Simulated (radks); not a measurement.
Te VIII, 45 electrons, occupied as [Kr] 4d9 (the NIST ground configuration).

Calculated with a radial shooting solver on a logarithmic mesh with Libxc functionals: scalar-relativistic Kohn-Sham, r2SCAN, spin-polarised, spherical densities, finite nucleus; open shells are filled with parallel spins first (spin-orbit coupling, left out, can overturn this in heavy ions); meta-GGA in the generalised Kohn-Sham scheme; Fermi nuclear charge, rms radius 4.7423 fm.

Energy parts (hartree):
total: -6782.49877
kinetic: 7106.95051
electron-nucleus: -16242.27876
Hartree: 2525.89279
exchange-correlation: -173.06331

Orbitals (lengths in bohr, moments of r in powers of bohr; r(max) is where P^2 peaks):
| orbital | occ. | eigenvalue (hartree) | <r^4> | <r^2> | <r> | r(max) |
|---|---|---|---|---|---|---|
| 1s down | 1 | -1168.109 | 2.877e-06 | 0.001048 | 0.02782 | 0.01794 |
| 1s up | 1 | -1168.109 | 2.877e-06 | 0.001048 | 0.02782 | 0.01794 |
| 2s up | 1 | -182.8708 | 0.0004928 | 0.01693 | 0.1198 | 0.1013 |
| 2s down | 1 | -182.8525 | 0.0004928 | 0.01693 | 0.1198 | 0.1013 |
| 2p up | 3 | -164.4286 | 0.0003562 | 0.01340 | 0.1048 | 0.08125 |
| 2p down | 3 | -164.4148 | 0.0003562 | 0.01340 | 0.1048 | 0.08124 |
| 3s up | 1 | -39.55262 | 0.02121 | 0.1180 | 0.3213 | 0.2921 |
| 3s down | 1 | -39.54867 | 0.02120 | 0.1180 | 0.3213 | 0.2921 |
| 3p up | 3 | -33.51778 | 0.02239 | 0.1185 | 0.3196 | 0.2859 |
| 3p down | 3 | -33.51175 | 0.02237 | 0.1185 | 0.3196 | 0.2859 |
| 3d up | 5 | -24.41489 | 0.01987 | 0.1041 | 0.2965 | 0.2381 |
| 3d down | 5 | -24.40148 | 0.01985 | 0.1041 | 0.2965 | 0.2382 |
| 4s up | 1 | -9.75517 | 0.6162 | 0.6500 | 0.7594 | 0.6997 |
| 4s down | 1 | -9.70369 | 0.6169 | 0.6502 | 0.7594 | 0.6994 |
| 4p up | 3 | -7.85431 | 0.8279 | 0.7437 | 0.8094 | 0.7347 |
| 4p down | 3 | -7.80264 | 0.8302 | 0.7443 | 0.8096 | 0.7345 |
| 4d up | 5 | -5.03825 | 1.537 | 0.9765 | 0.9191 | 0.7977 |
| 4d down | 4 | -4.98806 | 1.554 | 0.9806 | 0.9207 | 0.7978 |

The highest occupied level is 4d down at -135.73 eV. The spin density at the nucleus is -0.875 e/bohr^3 (1s -0.015, 2s -1.316, 3s 0.817, 4s -0.361). Summed over all electrons, <r^2> = 16.67 bohr^2, which gives a Langevin (diamagnetic) susceptibility term of -13.2 x 10^-6 cm^3/mol. Spin moment in Bohr magnetons: 1. For comparison, the ionisation energy in NIST's Atomic Spectra Database is 143 eV (theoretical). In exact Kohn-Sham theory the highest level is minus the ionisation energy, but local and semilocal functionals leave it too shallow, through self-interaction and a potential that decays too fast; potentials with the right tail come closer. The electron density at the nucleus is 2.348e+05 e/bohr^3 (large components only). The density falls to 0.001 e/bohr^3 at r = 2.35 bohr.
